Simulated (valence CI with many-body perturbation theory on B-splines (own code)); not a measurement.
## Questions on Ce9+

Calculated by relativistic CI+MBPT: three valence electrons over a frozen Dirac-Fock core [Kr] 4d10, radial functions for each j: 8 s, 8 p, 9 d, 9 f, 6 g, 3 h, 2 i, with the one-electron correlation potential Σ1 (screened to all orders), the two-electron term Σ2, the three-electron term Σ3, Breit, model QED; selected single and double excitations, second order for the rest, scaled by the run's own slope (own B-spline code, finite nucleus).

No measured spectrum was set against this ion. As an estimate, levels hold to about 250 cm⁻¹ or 0.2 % of their energy and the worst to 1 %, as in measured heavy ions of charge 2 to 7; those with d or f electrons hold less well. Core correlation moves these levels by up to 41000 cm⁻¹, and in measured spectra 5 to 20 % of such shifts remained as error; rates that hang on mixing are uncertain with them.

Names give the largest LS component (configuration and term), which can be under half, so a name can repeat, a term be missing and a line seem to break the LS rules; names also repeat where a configuration has a term twice.

Rates and lifetimes use the calculated energies. Strong lines usually hold to 10 to 20 %, long lifetimes can be off by a factor of two.

Problem. What is the ground level?

Solution. 5s2 5p 2P°_1/2, composition 98 % 5s2 5p 2P°, g = 0.665.

Problem. How is the term 2P° of the ground level split?

Solution. J = 1/2 at 0, J = 3/2 at 33439 cm⁻¹.

Problem. Name the longest-lived excited levels whose lifetime is computed, and their main decay.

Solution. 4f 5s2 2F°_7/2 at 57786 cm⁻¹ lives 2.05 s, mostly by E2 to 5s2 5p 2P°_3/2; 4f 5s2 2F°_5/2 at 55197 cm⁻¹ lives 76.8 ms, mostly by E2 to 5s2 5p 2P°_1/2; 4f2 5s 4H_13/2 at 262240 cm⁻¹ lives 31.0 ms, mostly by E2 to 4f 5s 5p 4F_9/2. The lifetime of 4f2 5s 2H_11/2 is too uncertain to give, and may be longer.

Problem. Among levels below 314360 cm⁻¹, which E1 lines absorb most strongly from the ground level?

Solution. to 5s 5p2 2P_1/2 at 47.92 nm, f = 0.572; to 5s2 5d 2D_3/2 at 33.49 nm, f = 0.500; to 4f2 5s 2P_3/2 at 33.68 nm, f = 0.416.

Problem. What are the static dipole polarisabilities of the lowest levels?

Solution. 5s2 5p 2P°_1/2 2.51; 5s2 5p 2P°_3/2 2.63 (tensor 0.15); 4f 5s2 2F°_5/2 2.56 (tensor 0.019); 4f 5s2 2F°_7/2 2.56 (tensor 0.026) bohr³, of which the core gives 0.421.
